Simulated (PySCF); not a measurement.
**How the method moves the HOMO and LUMO of `C#C/C(F)=C(\F)CF`**

C₅H₃F₃.
Geometry (PBE0-D3(BJ)/def2-SVP, Å), atoms numbered from 1 in this order:
```xyz
11
C5H3F3 angstrom
C      3.055   -0.173   -0.227
C      1.871   -0.248    0.020
C      0.489   -0.337    0.319
F      0.165   -1.050    1.404
C     -0.494    0.234   -0.401
F     -0.176    0.947   -1.474
C     -1.944    0.138   -0.107
F     -2.457    1.364    0.231
H      4.105   -0.104   -0.448
H     -2.106   -0.573    0.716
H     -2.472   -0.222   -1.008
```

Basis pcSseg-1 throughout (PySCF), one geometry. One conformer (not necessarily the lowest) at the PBE0-D3(BJ)/def2-SVP geometry, without solvent, vibrations or thermal averaging.

**Question.** How do the orbital energies, the gap and the dipole change with the method?

**Answer.** 
```csv
method,kind,HOMO (eV),LUMO (eV),gap (eV),μ (D),SCF cycles
BLYP,GGA,-6.00,-2.17,3.84,1.69,17
PBE,GGA,-6.15,-2.31,3.84,1.67,17
B97-2,global hybrid,-7.12,-1.52,5.60,1.82,15
PBE0,global hybrid,-7.36,-1.47,5.89,1.82,15
BHandHLYP,global hybrid,-8.41,-0.46,7.95,1.96,14
CAM-B3LYP,range-separated hybrid,-8.63,-0.37,8.26,1.86,14
HF,Hartree–Fock,-9.91,2.25,12.16,2.07,12
LC-wPBE,range-separated hybrid,-9.92,0.73,10.65,1.84,14
```

The HOMO spans 3.91 eV, from BLYP down to LC-wPBE, and the gap runs from 3.84 eV (BLYP) to 12.16 eV (HF). Over the methods BLYP (0 %), PBE (0 %), B97-2 (21 %), PBE0 (25 %), BHandHLYP (50 %), HF (100 %), a straight line through the gap against the share of exact exchange rises by 0.83 eV for each 10 % (correlation coefficient 1.000). The dipole ranges from 1.67 D (PBE) to 2.07 D (HF). This basis has no diffuse functions.
